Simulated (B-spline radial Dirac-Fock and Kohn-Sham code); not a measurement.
Pr⁷⁺: input and output of one calculation

ΔSCF core binding energies without Breit or QED terms, calculated with a radial finite-basis atomic code. Keys: rel is the Hamiltonian (dirac, or spin-free x2c and nr, where L3 and M5 stand for the whole 2p and 3d shells), method is hf or an exchange,correlation pair (spin-unpolarised, also for the hole states), nuc the nuclear model, radius_factor scales its radius, rmax is the box in bohr, h the logarithmic mesh step, order the B-spline order, points the quadrature points per cell, c_factor scales the speed of light, and damp, ndamp, maxit and tol steer the iteration. The run stops when the commutator error falls below 10·tol·max(1, Z/10), or the numerical noise floor, and the energy has settled to about 1e-8 Ha; the virial ratio is −V/T.

Input (task.json):

```json
{"items": [{"Z": 59, "q": 7, "cfg": [[1, 0, 2], [2, 0, 2], [2, 1, 6], [3, 0, 2], [3, 1, 6], [3, 2, 10], [4, 0, 2], [4, 1, 6], [4, 2, 10], [4, 3, 1], [5, 0, 2], [5, 1, 3]], "A": 141, "rrms": 4.8919, "do": "settings", "holes": ["K", "L3", "M5"],
  "settings": [{"rel": "dirac", "method": "hf", "nuc": "fermi", "radius_factor": 1.0, "rmax": 45.0, "h": 0.3, "order": 8, "points": 10, "c_factor": 0.3124, "maxit": 52, "damp": 0.5, "ndamp": 3, "tol": 1e-08}]}]}
```

Command: `python xray2_run.py task.json out`

Ground-state iterations:

```
iter   energy (Ha)        error
   1   -14280.57604403  1.53e+01
   2   -14361.93073054  1.81e+00
   3   -14368.29929757  6.37e-01
   4   -14368.83153628  2.45e-01
   5   -14368.90269678  5.23e-02
   6   -14368.90782658  7.81e-03
   7   -14368.90816904  1.29e-03
   8   -14368.90818201  8.82e-05
   9   -14368.90818207  6.83e-06
  10   -14368.90818207  1.62e-07
```

The ground state converged in 10 iterations, with total energy -14368.90818 Ha, virial ratio 1.25625 and highest orbital energy -78.12 eV. ΔSCF binding energies: K (1s) 62840.0 eV, L3 (2p3/2) 5974.5 eV, M5 (3d5/2) 822.9 eV.

Question: One setting is unsound. Which, and why?

Answer: c_factor makes c so small that Zα exceeds 1, so any numbers that come out have no meaning. With the default settings (Dirac Hartree-Fock): The ground state converged in 10 iterations, with total energy -9226.73527 Ha, virial ratio 1.92972 and highest orbital energy -107.67 eV. ΔSCF binding energies: K (1s) 42265.4 eV, L3 (2p3/2) 6089.5 eV, M5 (3d5/2) 1045.5 eV.
